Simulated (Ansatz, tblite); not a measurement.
Removing and adding an electron: GeH4. Charge 0, multiplicity 1. Geometry: B3LYP-D4/def2-TZVP. Ansatz, gas phase; energy differences of separate SCF runs; the oxidised species was run as a doublet alone; the reduced species was run as a doublet alone.

Cartesian coordinates in Å:
```
Ge 0.0000 0.0000 0.0000
H 0.1751 -1.5205 -0.1240
H 1.2940 0.7015 -0.4380
H -0.3100 0.3622 1.4598
H -1.1591 0.4568 -0.8978
```

The xTB rows come from tblite. Correlated methods freeze 9 core orbitals; core or outer-core shells of Ge are correlated, in sets that lack core-valence functions. HOMO above LUMO, or a gap near zero within one spin, warns that the state may not be the lowest or that an electron is smeared out.

```
               level  −HOMO (eV)  vertical IE (eV)  −LUMO (eV)  vertical EA (eV)  HOMO–LUMO gap (eV)  IE − EA (eV)                                     remarks
            GFN1-xTB       13.33             16.36        7.26                 –                6.07             –                                           –
            GFN2-xTB       11.96             15.38        3.66             -0.46                8.31         15.84                                           –
       HF/def2-TZVPD           –                 –           –             -2.04                   –             –                HOMO above zero (-1 doublet)
       HF/def2-TZVPP           –             11.63           –                 –                   –             –                                           –
    PBE-D4/def2-TZVP        8.35             11.91       -0.17                 –                8.52             –  gap within one spin near zero (+1 doublet)
   PBE-D4/def2-TZVPD        8.35                 –        0.44             -1.24                7.90             –                HOMO above zero (-1 doublet)
 r2SCAN-D4/def2-TZVP        8.70             12.08       -0.71                 –                9.41             –                                           –
r2SCAN-D4/def2-TZVPD        8.69                 –       -0.33             -1.38                9.02             –                HOMO above zero (-1 doublet)
   PBE0-D4/def2-TZVP        9.65             12.19       -1.07                 –               10.72             –                                           –
  PBE0-D4/def2-TZVPD        9.65                 –       -0.24             -1.37                9.88             –                HOMO above zero (-1 doublet)
      MP2/def2-TZVPD           –                 –           –             -1.63                   –             –                HOMO above zero (-1 doublet)
      MP2/def2-TZVPP           –             12.42           –                 –                   –             –                                           –
     CCSD/def2-TZVPD           –                 –           –             -1.62                   –             –                HOMO above zero (-1 doublet)
     CCSD/def2-TZVPP           –             12.46           –                 –                   –             –                                           –
  CCSD(T)/def2-TZVPD           –                 –           –             -1.57                   –             –                HOMO above zero (-1 doublet)
  CCSD(T)/def2-TZVPP           –             12.46           –                 –                   –             –                                           –
```

   A HOMO above zero means that the electron is unbound at that level or that self-interaction error raises the level; the energy of removing that electron tells which. Raw xTB energy differences between charge states are shifted by several eV; the methods need an empirical correction for them. A negative affinity means that the extra electron isn't bound; its size then hangs on the basis.
